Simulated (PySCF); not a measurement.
# A small calculation by hand: dipole moment from atomic charges

chlorotrifluoromethane (CClF3), SMILES ClC(F)(F)F. Atoms are numbered in the order given.

```xyz
5

F      1.0776     0.6222     0.8118
C      0.0000     0.0000     0.3559
F      0.0000    -1.2443     0.8118
F     -1.0776     0.6222     0.8118
Cl     0.0000     0.0000    -1.4150
```
Charge 0, spin multiplicity 1.

The structure is a stationary point at r2SCAN-D4/def2-SVP.

Charges (e) from M06-2X/def2-TZVP run with PySCF:

```
atom  ESP fit  Mulliken
----  -------  --------
F1     -0.069    -0.143
C2      0.222     0.472
F3     -0.069    -0.143
F4     -0.069    -0.143
Cl5    -0.015    -0.042
```

The dipole moment of the full density is 0.40 D.

**Question.** What dipole moment does each set of point charges give, and which comes closer to that of the density?

**Answer.** 
μ = Σ q r, and 1 e Å = 4.8032 D.
ESP fit: Σ q r = (0.000, 0.000, -0.068) e Å, |μ| = 0.33 D.
Mulliken: Σ q r = (0.000, 0.000, -0.121) e Å, |μ| = 0.58 D.
ESP fit comes closer in size. Point charges leave out the atoms' own dipoles (lone pairs, polarised bonds); fits to the potential absorb them, partitions of the density don't.
